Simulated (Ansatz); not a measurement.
C$_{3}$H$_{9}$BO (`BCCCO`) at its PBE0-D4/def2-TZVP geometry, where that method's forces vanish. Total charge 0; spin multiplicity 1.

```xyz
14

B    -1.1728    0.0917   -1.9436
C    -0.3087    0.4376   -0.7061
C     0.2660   -0.7076    0.1173
C     1.0155   -0.2524    1.3558
O     0.2010    0.4472    2.2745
H    -1.6738   -0.9909   -2.0650
H    -1.4070    0.9277   -2.7694
H     0.4533    1.1928   -0.9397
H    -1.0559    0.9924   -0.1004
H     0.9552   -1.2956   -0.4997
H    -0.5404   -1.3848    0.4161
H     1.8830    0.3579    1.0637
H     1.3989   -1.1191    1.8995
H    -0.0143    1.3032    1.8971
```

(1) What forces (eV/Å) does ωB97M-V/def2-TZVPP give on these atoms in Ansatz 0.2.0? (An estimate is asked.)

Results:

(1) Computed: 
```
B1  -0.111 -0.030 -0.145
C2  -0.014  0.204 -0.002
C3  -0.026 -0.216 -0.052
C4   0.314 -0.139 -0.053
O5  -0.166  0.178  0.094
H6   0.072  0.134  0.021
H7   0.029 -0.111  0.113
H8  -0.046 -0.061  0.013
H9   0.040 -0.041 -0.039
H10 -0.048  0.040  0.050
H11  0.057  0.052 -0.015
H12 -0.078 -0.045  0.023
H13 -0.028  0.074 -0.050
H14  0.005 -0.040  0.041
```
